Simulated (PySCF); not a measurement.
Mo(NH)2(Cl)(NH2) (ClH4MoN3), SMILES [NH]=[Mo](=[NH])([NH2])[Cl], multiplicity 1. Coordinates come from a PBE-D3(BJ)/def2-SVP optimisation. The spin state was assumed, not searched. The structure was generated by enumeration; whether it is a known compound was not checked. The def2 effective core potentials stand for the cores of Mo; spin–orbit coupling is left out. The values are those of a single conformer.

Computed equilibrium geometry at PBE-D3(BJ)/def2-SVP (PySCF confirms it by a frequency run) as a Z-matrix, and its point group (one conformer of several):
point group Cs.
```
Mo
N 1 1.7431
H 2 1.0268 1 155.71
N 1 1.7431 2 112.48 3 7.82
H 4 1.0268 1 155.71 2 -7.82
N 1 1.9402 2 106.85 3 124.77
H 6 1.0247 1 123.41 2 -141.17
H 6 1.0247 7 111.00 1 -163.72
Cl 1 2.3209 2 108.90 3 -113.00
```
Charge 0, spin multiplicity 1.
